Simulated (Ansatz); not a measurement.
NbF4Cl, SMILES [F][Nb]([F])([Cl])([F])[F], multiplicity 1.

Geometry: B3LYP-D3(BJ)/def2-SVP. The spin state was assumed, not searched. The structure was generated by enumeration; whether it is a known compound was not checked. The def2 effective core potentials stand for the cores of Nb; spin–orbit coupling is left out.

Two levels are set side by side: PBE/def2-SVPD (Ansatz, an electronic-structure program) and CAM-B3LYP/def2-SVPD (Ansatz). Energy differences of separate SCF runs at the same geometry; the states with an electron removed or added have multiplicity 2 and 2. Differences are taken from unrounded values.

| quantity | CAM-B3LYP |
|---|---|
| vertical ionisation energy (eV) | 13.54 |
| vertical electron affinity (eV) | 1.75 |
| vertical singlet–triplet gap (eV) | 5.69 |

What does PBE give, and how far is it from CAM-B3LYP? (An estimate is asked for; the answer gives what the named calculation found.)


```json
[
 {"quantity": "vertical ionisation energy (eV)", "PBE": "12.75", "PBE minus CAM-B3LYP": "-0.79"},
 {"quantity": "vertical electron affinity (eV)", "PBE": "1.00", "PBE minus CAM-B3LYP": "-0.76"},
 {"quantity": "vertical singlet–triplet gap (eV)", "PBE": "5.58", "PBE minus CAM-B3LYP": "-0.11"}
]
```
